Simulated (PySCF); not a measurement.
trifluorosilylmethanol (CH3F3OSi), SMILES [Si](CO)(F)(F)F.

The structure is a stationary point at B3LYP-D3(BJ)/def2-SVP. Other conformers were not sampled.

Two levels are set side by side: TDDFT-PBE/def2-SVPD (PySCF) and TDDFT-ωB97X/def2-SVPD (PySCF). Vertical, same geometry. The lowest singlet is HOMO→LUMO 98 % with PBE and HOMO→LUMO 58 %, HOMO→LUMO+1 36 % with the other functional; states are paired by order. Differences are taken from unrounded values.

| quantity | TDDFT-PBE |
|---|---|
| lowest singlet excitation (eV) | 6.04 |
| lowest triplet excitation (TDA) (eV) | 5.75 |

Task: These are the TDDFT-PBE values. What does TDDFT-ωB97X give? (Estimate from the structure and the level; the computed values follow.)

Result: 
```csv
quantity,TDDFT-ωB97X,TDDFT-PBE minus TDDFT-ωB97X
lowest singlet excitation (eV),7.27,-1.23
lowest triplet excitation (TDA) (eV),6.84,-1.09
```

A lower first singlet is the usual sign of a functional without exact exchange. Differences between two approximate levels are no errors against the true value.

Rough cost on one machine, each run with all the roots and properties that it gave: TDDFT-ωB97X against TDDFT-PBE about 7 times.
